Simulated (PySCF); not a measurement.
Species: trichloro(hydroxy)silane, sum formula HSiOCl3 (charge 0, singlet). 
Geometry from a B3LYP-D3(BJ)/def2-TZVP (Ansatz) optimisation:
```
Si
O 1 1.6207
H 2 0.9619 1 118.91
Cl 1 2.0271 2 106.66 3 180.00
Cl 1 2.0423 2 111.21 3 60.11
Cl 1 2.0423 2 111.21 3 -60.11
```

Dispersion corrections to the total energy (kcal/mol) from the dftd3 and dftd4 libraries through PySCF: D3(BJ) without and D4 with the three-body term, each with the damping fitted for the functional named.

```tsv
functional	D3(BJ)	D4
TPSS	-6.50	-7.59
HSE06	[?]	-4.52
B2GP-PLYP	-5.11	-2.41
B2PLYP	[?]	-3.92
BLYP	-11.34	-12.20
PW6B95	-3.23	-4.73
LC-wPBE	-5.29	[?]
```

Task: Complete the blanks.

Result: 
- HSE06, D3(BJ): -3.86
- B2PLYP, D3(BJ): -4.84
- LC-wPBE, D4: -6.37
